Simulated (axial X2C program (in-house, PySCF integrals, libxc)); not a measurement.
## Testing model relations on TiH⁺

A bond curve at the CCSD(T) level, two-component, was computed with an in-house relativistic program for diatomic molecules (basis Ti dyall-cv3z [10s10p6d4f2g], H dyall-v3z [6s2p1d] (cores contracted in-house)) for the state Ω = 2 (⟨Sz⟩ = -1.00, ⟨Lz⟩ = 3.00 at HF). Its fit gives Re = 1.7120 Å, ωe = 1750.9 cm⁻¹, ωexe = 23.4 cm⁻¹ and αe = 1.198e-01 cm⁻¹; the masses are 47.9479 and 1.0078 u. Two-component means X2C with spin–orbit coupling and atomic mean-field Coulomb and Gaunt terms.

Correlated methods: 12 electrons correlated (number of frozen shells: Ti 2 s, 1 p; H none), 214 virtual spin orbitals or spinors in MP2, 90 natural virtuals in coupled cluster.

Q: Find the reduced mass, Be and the force constant.

A: From the CCSD(T) values: μ = 0.9871 u. Be = 16.8576/(μ Re²) = 5.827 cm⁻¹. k = 5.8918×10⁻⁷ μ ωe² = 1.78 mdyn/Å.

Q: Estimate De from a Morse curve and compare with the computed well depth of 2.458 eV to Ti+ + H.

A: De(Morse) = ωe²/(4ωexe) = 4.061 eV against 2.458 eV computed, a ratio of 1.65. The extrapolation overshoots: the well softens faster than a Morse curve, or the lowest atomic limit lies below the one to which the curve heads.

Q: Estimate the centrifugal constant by the Kratzer relation.

A: D = 4Be³/ωe² = 2.58e-04 cm⁻¹.

Q: A Morse curve ties αe to the other constants (Pekeris). How well does that hold?

A: αe(Morse) = 6Be²/ωe × (√(ωexe/Be) − 1) = 1.168e-01 cm⁻¹; the CCSD(T) curve gives 1.198e-01 cm⁻¹, a ratio of 0.98.

Q: Scale the constants to the deuteride (D 2.0141 u) within the Born–Oppenheimer picture.

A: ρ = √(μH/μD) = 0.7146; ωe = 1251.2, ωexe = 11.9, Be = 2.976 cm⁻¹; the zero-point energy falls by 247 cm⁻¹.

The state is one determinant whose occupation by symmetry is held fixed; it was picked as the lowest of a PBE0 search that is not exhaustive. Dissociation energies refer to the lowest single-determinant-based atoms at the same level and basis. Coupled cluster ran in a truncated set of natural virtual spinors; the MP2 energy of the rest was added. (T) has no such correction and the atoms are truncated less, which lowers De at CCSD(T) by a hundredth of an eV or more. The 2c atoms are single determinants rather than J levels; their spin–orbit lowering is only partly caught, and De is too large by that part. This holds for CCSD(T). PBE0 can misorder states that lie within some tenths of an eV, so this need not be the ground state of the molecule. The nearest other 2c determinant of the search, Ω = 4, lies 0.04 eV up at the distance of the search. With several unpaired electrons one determinant need not be a pure state.
